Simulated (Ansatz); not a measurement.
Start from `[F][Al]([F])[O][SiH3]` and change one atom or group to get `[OH][Al]([F])[F]`.

Ansatz, PBE0-D4/def2-TZVP geometries, multiplicity 1. Each molecule was computed in one conformer, which needn't be the lowest.

```
                                          property  `[F][Al]([F])[O][SiH3]`
              HOMO–LUMO gap (PBE0/def2-TZVPP) / eV                     7.92
                LUMO energy (PBE0/def2-TZVPP) / eV                    -1.23
                 LUMO energy (PBE/def2-TZVPP) / eV                    -2.12
size of the dipole moment (ωB97M-V/def2-TZVPP) / D                     1.23
             HOMO energy (ωB97M-V/def2-TZVPP) / eV                   -11.45
                 HOMO energy (PBE/def2-TZVPP) / eV                    -7.69
```

Q: Give the same properties after the change, and the shifts. (Estimate.)

A: Ansatz gave: 
```json
{"property": "HOMO–LUMO gap (PBE0/def2-TZVPP) / eV", "`[OH][Al]([F])[F]`": "8.85", "shift": "0.93"}
{"property": "LUMO energy (PBE0/def2-TZVPP) / eV", "`[OH][Al]([F])[F]`": "-1.09", "shift": "0.14"}
{"property": "LUMO energy (PBE/def2-TZVPP) / eV", "`[OH][Al]([F])[F]`": "-1.97", "shift": "0.15"}
{"property": "size of the dipole moment (ωB97M-V/def2-TZVPP) / D", "`[OH][Al]([F])[F]`": "1.95", "shift": "0.72"}
{"property": "HOMO energy (ωB97M-V/def2-TZVPP) / eV", "`[OH][Al]([F])[F]`": "-12.45", "shift": "-1.00"}
{"property": "HOMO energy (PBE/def2-TZVPP) / eV", "`[OH][Al]([F])[F]`": "-8.20", "shift": "-0.51"}
```

With PBE0 the HOMO falls by 0.80 eV and the LUMO rises by 0.14 eV, so the gap widens by about 0.94 eV. PBE moves the HOMO by -0.51 eV and ωB97M-V by -1.00 eV. Dipoles are sizes alone; their direction can turn.
